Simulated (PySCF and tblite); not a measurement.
The numbers below are computed, except where a source is named.
System: 2-bromo-4-pyridinecarboxaldehyde, C6H4BrNO, numbered as in [O:1]=[CH:2][c:3]1[cH:4][cH:5][n:6][c:7]([Br:8])[cH:9]1.

Motion: rotation about the C3–C2 bond (torsion C4–C3–C2–O1 from 0° to 180°, rising). GFN2-xTB gives an electronic barrier of 4.0 kcal/mol and a reaction energy of 0.2 kcal/mol.

Spin–orbit effects of heavy atoms on shieldings are missing.

Problem. What does PBE0/pcSseg-1 + D3(BJ), IEF-PCM chloroform give on GFN2-xTB geometries?

Solution. A barrier of 7.4 kcal/mol, 3.4 above the tight-binding barrier (from unrounded values), a reaction energy of 0.0 kcal/mol and, with GFN2-xTB thermal terms, ΔG‡(298 K) = 7.4 kcal/mol and k = 4.6×10⁷ s⁻¹ (2 equivalent paths).

Programs: tblite and PySCF.
